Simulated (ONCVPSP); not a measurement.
**What one change does to a pseudopotential (tungsten (W), ONCV)**

tungsten (W), optimised norm-conserving Vanderbilt (ONCV), made with ONCVPSP 4.0.1 (LDA (Perdew-Zunger), scalar-relativistic). Core [Kr] 4d10, reference 4f14 5s2 5p6 5d4 6s1.5 6p0.5. Waves: 5s+6s: rc 1.75 bohr, ncon 5, nbas 9, qcut 7.7 1/bohr, 2 projectors; 5p+6p: rc 1.95 bohr, ncon 4, nbas 7, qcut 8.4 1/bohr, 2 projectors; 5d: rc 1.70 bohr, ncon 5, nbas 9, qcut 6 1/bohr, 2 projectors, debl 2.2 Ha; 4f: rc 0.50 bohr, ncon 4, nbas 8, qcut 23.5 1/bohr, 2 projectors, debl 1.1 Ha. Local part: polynomial inside 0.35 bohr (lpopt 1, dvloc0 1 Ha). Core correction: Teter function, fcfact 4, rcfact 1.75.

In the f channel the program set the typed energies aside and used -1.260, 0.250 Ha.

Change: all radii but the core radius scaled by about 1.18 (s 2.06, p 2.30, d 2.00, f 0.58 bohr); local potential polynomial inside 0.42 bohr (lpopt 1, dvloc0 1 Ha).

Cutoffs: the cutoffs (Ha) at which the residual kinetic energy of the hardest occupied pseudo-wave falls to 1 and 0.1 mHa per electron; they do not see the model core or the augmentation charge, which bear on the density cutoff. Errors are all-electron minus pseudo energies relative to the spin-unpolarised reference configuration.

Question: What does the change do?

Answer: The potential gets softer (1044 Ha and 1346 Ha → 521 Ha and 815 Ha); both files keep a bound ghost (d, p, s); the lowest positive-energy flag moves from none to s at 20.7 eV; of the 4 tests that both files solve, the error grows in 1 and shrinks in 0 by more than 15 % and 0.3 meV (median size 6.5 → 7.5 meV). A larger radius leaves more room for a smooth pseudo-wave, so fewer plane waves are needed.

```csv
quantity,base,changed
"cutoff, loose",1044 Ha,521 Ha
"cutoff, tight",1346 Ha,815 Ha
loose cutoff by channel,"s 22 Ha, p 12 Ha, d 14 Ha, f 1044 Ha","s 19 Ha, p 13 Ha, d 14 Ha, f 521 Ha"
bound ghosts,"s, p, d","s, p, d"
GHOST(+) flags under 300 eV,none,s at 20.7 eV
"largest miss of a reference level, eV",0.05,0.02
"error for 4f14 5s2 5p6 5d4 6s2 6p0, meV [ΔE -2.25 eV]",+0.5,+0.4
"error for 4f14 5s2 5p6 5d4 6s1 6p0, meV [ΔE 6.88 eV]",-2.7,-3.0
"error for 4f14 5s2 5p6 5d4 6s0 6p0, meV [ΔE 22.91 eV]",-10,-12
"error for 4f14 5s2 5p6 5d5 6s0 6p0, meV [ΔE 7.73 eV]",-14,-16
"rms error of d²Exc/dni dnj with the model core, mHa",2.35,2.56
```

 A true bound ghost makes a file unfit for plane-wave use even where its test errors are small: the radial tests pick states by their node count and pass the ghost by.
